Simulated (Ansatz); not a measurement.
Consider the ligand exchange at the Si–O bond: `BO[SiH2]S` + `[SiH3]S` → `[SiH3]S[SiH2]S` + `BO`.

Isolated molecules relaxed with PBE0-D4/def2-TZVP in Ansatz; ΔE leaves out vibrations. CCSD(T)/CBS adds triple-zeta CCSD(T) − MP2 to the extrapolated MP2 energy (def2 sets, frozen cores). This one scheme is used for every species. DFT in def2-TZVPP. B3LYP here is the variant with VWN-RPA as its local correlation; programs differ in this. Each species was taken in one conformer, which may not be the lowest.

`BO[SiH2]S`:

```xyz
9

B    -1.199    0.342   -1.370
O    -0.576    0.610   -0.204
Si    0.227   -0.375    0.856
S     2.328   -0.302    0.571
H    -1.269   -0.792   -1.768
H    -1.676    1.258   -1.977
H    -0.137    0.105    2.206
H    -0.151   -1.790    0.630
H     2.454    0.945    1.056
```

`[SiH3]S`:

```xyz
6

Si    0.069   -0.406    0.330
S    -0.631    1.509   -0.309
H    -0.477   -1.498   -0.515
H    -0.424   -0.546    1.720
H     1.552   -0.481    0.308
H    -0.088    1.423   -1.535
```

`[SiH3]S[SiH2]S`:

```xyz
10

Si   -0.604    1.474    0.670
S    -1.004   -0.523    1.318
Si    0.025   -1.540   -0.251
S     2.061   -0.950   -0.526
H    -1.687    2.328    1.214
H     0.710    1.952    1.163
H    -0.613    1.531   -0.817
H     0.044   -2.964    0.152
H    -0.688   -1.340   -1.535
H     1.756    0.033   -1.389
```

`BO`:

Z-matrix (Å, degrees):
```
B
O 1 1.348
H 1 1.196 2 116.8
H 1 1.202 2 120.7 3 -180.0
H 2 0.961 1 113.5 3 180.0
```

```
             level  ΔE (kJ/mol)
          B3LYP-D4         24.0
           ωB97X-V         24.5
            r2SCAN         20.7
              PBE0         16.8
CCSD(T)/def2-TZVPP         25.8
     HF/def2-QZVPP         53.2
    MP2/def2-QZVPP         18.8
    CCSD/CBS(def2)         27.1
```

Task: What does CCSD(T)/CBS give? (Best estimate.)

Result: Ansatz gave: +22.0 kJ/mol. The listed levels differ from it by 2.0, 2.5, -1.3, -5.2, 3.8, 31.2, -3.2, 5.1 kJ/mol.

Largest T1 diagnostic among the species: 0.014.

In def2-TZVPP, CCSD(T) changes the Hartree–Fock value by −25.6 kJ/mol (the triples alone add −5.1 kJ/mol) and MP2 by −31.1 kJ/mol. From PBE to PBE0 (25 % exact exchange), in def2-TZVPP and without D4, ΔE moves by +3.7 kJ/mol.
